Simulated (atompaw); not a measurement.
**Before and after: PAW (atompaw) potential for Sc (Z = 21)**

- Element: Sc (Z = 21)
- Generator: atompaw 4.2.0.5
- Type: PAW
- Functional: LDA (PW92)
- Relativity: scalar-relativistic
- Frozen core: [Ar]
- Valence charge: 3
- Reference configuration: 3d1 4s1 4p1
- Partial waves: 4s (bound): rc 2.35 bohr; 4s channel at 1.8 Ry: rc 2.35 bohr; 4p (bound): rc 3.00 bohr; 4p channel at 0.25 Ry: rc 3.00 bohr; 3d (bound): rc 3.00 bohr; 3d channel at 0.2 Ry: rc 3.00 bohr
- Local potential: troulliermartins scheme with l = 3 at 1 Ry, radius 2.85 bohr
- Core correction: smooth core density matched at 2.85 bohr
- Augmentation charge: besselshape compensation charge, radius 2.40 bohr; PAW radius 3.00 bohr; waves and projectors: custom rrkj gramschmidtortho

All-electron outer shells of the reference configuration (LDA (PW92), scalar-relativistic, ld1.x):

| shell | level (eV) | outermost node (bohr) | outermost maximum (bohr) |
| --- | --- | --- | --- |
| 3s | -56.01 | 0.42 | 0.92 |
| 3p | -34.85 | 0.39 | 0.97 |
| 4s | -5.01 | 1.33 | 3.02 |
| 3d | -4.57 | – | 1.10 |
| 4p | -2.10 | 1.49 | 3.93 |

Change: wave 4s channel at 1.8 Ry: rc 2.35 bohr becomes 4s channel at 10.68 Ry: rc 2.35 bohr.

Cutoffs: the cutoffs (Ry, on a coarse ladder) from which the occupation-weighted sum of valence levels, in a spherical-Bessel basis at the reference potential, stays within 10 and 1 mRy of its value at 400 Ry; they do not see the model core or the augmentation charge, which bear on the density cutoff.

Q: What does the change do?

A: The potential gets softer (18 Ry and 21 Ry → 12 Ry and 18 Ry); the bound ghost in s disappears; the range in which the s phases agree narrows (upper end 3.8 → 0.6).

| quantity | base | changed |
| --- | --- | --- |
| cutoff, loose | 18 Ry | 12 Ry |
| cutoff, tight | 21 Ry | 18 Ry |
| loose cutoff by channel (10 mRy a level) | s 18 Ry, p 6 Ry, d 8 Ry | s 10 Ry, p 6 Ry, d 8 Ry |
| bound ghosts | s | none |
| s: phases at 3.01 bohr within 0.05 rad from the reference energy up to (Ry; the scan ends near 5) | 3.8 | 0.6 |
| p: phases at 3.01 bohr within 0.05 rad from the reference energy up to (Ry; the scan ends near 5) | 0.5 | 0.5 |
| d: phases at 3.01 bohr within 0.05 rad from the reference energy up to (Ry; the scan ends near 5) | 1.0 | 1.0 |
| lowest overlap eigenvalue by channel | s 0.01, p 0.65, d 0.22 | s 0.01, p 0.65, d 0.22 |

 A true bound ghost makes a file unfit for plane-wave use even where its test errors are small: the radial tests pick states by their node count and pass the ghost by. The cutoffs see the waves, projectors and local potential, not the compensation charge or the core.
